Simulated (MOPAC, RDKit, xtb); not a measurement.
Noncovalent pair: H2O (SMILES O) (first 3 atoms) with H2Se (SMILES [SeH2]); geometry from B3LYP-D3(BJ)/def2-TZVP, rigid monomers moved along the line of their centres of mass till O1···Se4 is 2.86 Å.
(charge 0, multiplicity 1):
```xyz
6

O     -0.0328    -0.3862     0.2230
H      0.7161     0.2023     0.0794
H     -0.7987     0.1917     0.3087
Se     0.4357    -0.1829     3.0349
H      0.3940    -1.5819     2.5973
H      0.6941    -0.5674     4.4333
```

Counterpoise-corrected where a basis set is named; no monomer relaxation. RDKit's UFF carries no charges.

The state that PM3 reach isn't checked.

Run with MOPAC for PM3 (differences of heats of formation); RDKit for the force fields; xtb for the GFN methods. Each number belongs to the level named beside it.

Q: One of these levels gives -22.1 kJ/mol for the interaction energy. Which one is it?
A. GFN-FF
B. PM3
C. UFF
D. GFN1-xTB

A: B, PM3. The others give 13.4 (UFF), -1.7 (GFN-FF), -3.3 (GFN1-xTB)
